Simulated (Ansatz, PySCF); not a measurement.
CH7FOSi2, SMILES OC[SiH2][SiH2]F. Atoms are numbered in the order given.

```xyz
12

O     -1.9002     0.7314     0.9885
C     -2.0566    -0.1700    -0.0974
Si    -0.4407    -0.1779    -1.1122
Si     1.1530    -0.0441     0.6029
F      2.6384    -0.4221     0.0325
H     -1.8827     1.6289     0.6388
H     -2.2044    -1.1699     0.3421
H     -2.9634     0.0401    -0.6953
H     -0.2935    -1.3836    -1.9852
H     -0.3772     1.0494    -1.9706
H      0.8249    -1.0142     1.6879
H      1.2372     1.3347     1.1663
```
Charge 0, spin multiplicity 1.

Coordinates come from a PBE0-D3(BJ)/def2-SVP optimisation. The structure was generated by enumeration, and PubChem lists no compound with its InChIKey, so it may never have been made. The values are those of a single conformer.

Two levels are set side by side: PBE-D3(BJ)/def2-SVP (Ansatz, a quantum-chemistry and plane-wave program) and PBE0-D3(BJ)/def2-SVP (Ansatz). Each level has its own optimised geometry; the coordinates shown are those of the second. Frequencies come from the Hessian of PySCF at each geometry. Differences are taken from unrounded values.

| quantity | PBE0-D3(BJ) |
|---|---|
| mean bond length (Å) | 1.496 |
| bond O1–C2 (Å) | 1.420 |
| bond C2–Si3 (Å) | 1.908 |
| bond Si3–Si4 (Å) | 2.345 |
| bond Si4–F5 (Å) | 1.636 |
| bond O1–H6 (Å) | 0.963 |
| bond C2–H7 (Å) | 1.102 |
| bond C2–H8 (Å) | 1.106 |
| bond Si3–H9 (Å) | 1.496 |
| bond Si3–H10 (Å) | 1.499 |
| bond Si4–H11 (Å) | 1.492 |
| bond Si4–H12 (Å) | 1.492 |
| highest harmonic wavenumber (cm⁻¹) | 3876 |
| mean harmonic wavenumber (cm⁻¹) | 1166 |
| zero-point energy (kcal/mol) | 49.99 |

**Question.** What does PBE-D3(BJ) give, and how far is it from PBE0-D3(BJ)? (An estimate is asked for; the answer gives what the named calculation found.)

**Answer.** 
| quantity | PBE-D3(BJ) | PBE-D3(BJ) minus PBE0-D3(BJ) |
|---|---|---|
| mean bond length (Å) | 1.508 | 0.012 |
| bond O1–C2 (Å) | 1.437 | 0.017 |
| bond C2–Si3 (Å) | 1.920 | 0.012 |
| bond Si3–Si4 (Å) | 2.355 | 0.010 |
| bond Si4–F5 (Å) | 1.650 | 0.015 |
| bond O1–H6 (Å) | 0.976 | 0.012 |
| bond C2–H7 (Å) | 1.110 | 0.008 |
| bond C2–H8 (Å) | 1.115 | 0.009 |
| bond Si3–H9 (Å) | 1.507 | 0.011 |
| bond Si3–H10 (Å) | 1.510 | 0.010 |
| bond Si4–H11 (Å) | 1.504 | 0.012 |
| bond Si4–H12 (Å) | 1.504 | 0.012 |
| highest harmonic wavenumber (cm⁻¹) | 3694 | -182 |
| mean harmonic wavenumber (cm⁻¹) | 1124 | -41 |
| zero-point energy (kcal/mol) | 48.22 | -1.77 |

GGA bonds tend to be longer and softer than those of functionals with exact exchange. Differences between two approximate levels are no errors against the true value.
